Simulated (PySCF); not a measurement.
Estimate the missing entries of this data sheet.

Compound: C2H10OSSi3.
SMILES with atom numbers: `[CH2:1]=[CH:2][O:3][Si@@H:4]([SiH3:5])[S:6][SiH3:7]` (hydrogens: H8, H9 on C1; H10 on C2; H11 on Si4; H12, H13, H14 on Si5; H15, H16, H17 on Si7)

Conformer (atom-mapped SMILES and torsion angles): `[CH2:1]=[CH:2][O:3][Si@@H:4]([SiH3:5])[S:6][SiH3:7]`: C1–C2–O3–Si4 6°, C2–O3–Si4–Si5 60°, O3–Si4–S6–Si7 9°.

| property | level | value |
| --- | --- | --- |
| point group of the GFN2-xTB geometry | GFN2-xTB | ? |
| rotational constants A, B, C of the GFN2-xTB geometry | GFN2-xTB | 1.524, 0.866, 0.602 GHz |
| dipole moment | wB97X-D/def2-SVPD | 1.80 D |
| HOMO energy | wB97X-D/def2-SVPD | -8.91 eV |
| LUMO energy | wB97X-D/def2-SVPD | ? |
| lowest singlet excitation | TDDFT wB97X-D/def2-SVPD | ? |
| strongest line among the 8 lowest singlet transitions | TDDFT wB97X-D/def2-SVPD | ? |
| lowest triplet excitation (Tamm–Dancoff) | TDA wB97X-D/def2-SVPD | 4.57 eV |
| static isotropic polarisability | wB97X-D/def2-SVPD | ? |
| electronic spatial extent ⟨r²⟩ about the centre of nuclear charge | wB97X-D/def2-SVPD | ? |
| 13C chemical shifts (computed TMS as zero) by class | GIAO PBE0/pcSseg-1 | ? |
| 1H chemical shifts (computed TMS as zero) by class | GIAO PBE0/pcSseg-1 | 6.62 (H10), 6.30 (H11), 4.63 (H15/H16/H17), 4.48 (H8), 4.09 (H9), 3.64 (H12/H13/H14) ppm |
| isotropic shieldings of nuclei other than C and H, by class | GIAO PBE0/pcSseg-1 | 215 (O3), 341 (Si4), 410 (Si7), 468 (Si5), 810 (S6) ppm |

Gas-phase values; electronic properties from PySCF, density fitting. The structure is a single GFN2-xTB conformer in the gas phase; no vibrational or solvent corrections. GFN2-xTB frequencies show an imaginary mode (34i cm⁻¹), so this geometry is no minimum at that level. NMR classes are plain means over equivalent atoms (diastereotopic ones count apart unless rotation or inversion swaps them), as if these changed places fast; in this geometry the members of some classes differ.

The static isotropic polarisability?

129.8 au.

The point group of the GFN2-xTB geometry?

C1.

The lowest singlet excitation?

5.26 eV (236 nm, f = 0.009).

Give the strongest line among the 8 lowest singlet transitions.

S7 at 6.95 eV (178 nm, f = 0.197).

The electronic spatial extent ⟨r²⟩ about the centre of nuclear charge?

1932 bohr².

Give the 13C chemical shifts (computed TMS as zero) by class.

155.7 (C2), 97.1 (C1) ppm.

The LUMO energy?

0.74 eV.

The rotational constants make it an asymmetric top with κ = (2B − A − C)/(A − C) = -0.43, nearer the prolate limit (−1). The polarisability is 19.23 Å³ as a volume (1 au = 0.148185 Å³), or 1.47 au for each of the 88 electrons. No computed singlet falls in the visible range (750 to 380 nm, 1.65 to 3.26 eV); S1 lies 2.00 eV above its blue end. With B = h/(8π²I), that is 505.379 GHz u Å² over I, the principal moments of inertia are 331.6, 583.3 and 839.6 u Å² (most abundant isotopes). In atomic units the dipole is 0.71 e·bohr (1 au = 2.5417 D). The vertical singlet–triplet gap S1 − T1 is 0.69 eV (TDDFT singlet less Tamm–Dancoff triplet).
